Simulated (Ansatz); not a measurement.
Species: C₃H₉N, charge 0, singlet. C3H9N (SMILES CC(C)N).
B3LYP-D3(BJ)/def2-TZVP minimum from Ansatz (a program for electronic structure):
```xyz
13

C     -0.5504     1.2072     0.5695
C     -0.0176     0.1110    -0.3451
C      1.4210    -0.2554    -0.0014
N     -0.8594    -1.0820    -0.1956
H      0.0508     2.1139     0.4812
H     -0.5311     0.8728     1.6086
H     -1.5818     1.4641     0.3156
H     -0.0303     0.4966    -1.3771
H      1.7951    -1.0413    -0.6623
H      1.4813    -0.6202     1.0259
H      2.0784     0.6096    -0.1059
H     -0.5446    -1.8225    -0.8123
H     -1.8207    -0.8757    -0.4428
```

Wanted: atomisation energy (electronic, to ground-state atoms), in kcal/mol. Radicals and triplets start from unrestricted determinants; spin-orbit coupling is neglected. Correlated methods leave the cores frozen. Rows without X2C or -DK are non-relativistic. CBS(X,Y): correlation extrapolated as X^-3, Hartree-Fock from the larger set. A bracket is a step between two methods taken in the basis named. '+ core + X2C': CCSD(T) terms for core correlation (cc-pwCVTZ) and scalar relativity (cc-pVTZ-DK). Where a partner has so few electrons that a lower coupled-cluster level is exact, that level stands in.

| level | program | atomisation energy (kcal/mol) |
|---|---|---|
| CCSD/CBS(cc-pVTZ,cc-pVQZ) | Ansatz | 1158.6 |
| CCSD(T)/cc-pVDZ | Ansatz | 1089.8 |
| CCSD(T)/CBS(cc-pVTZ,cc-pVQZ) | Ansatz | 1174.0 |

Problem. What does CCSD(T)/CBS(cc-pVTZ,cc-pVQZ) + [CCSDT(Q) - CCSD(T)]/cc-pVDZ + core + X2C (Ansatz) give?

Solution. 1177.7 kcal/mol; the difference of CCSD(T)/CBS(cc-pVTZ,cc-pVQZ) is -3.7 kcal/mol.
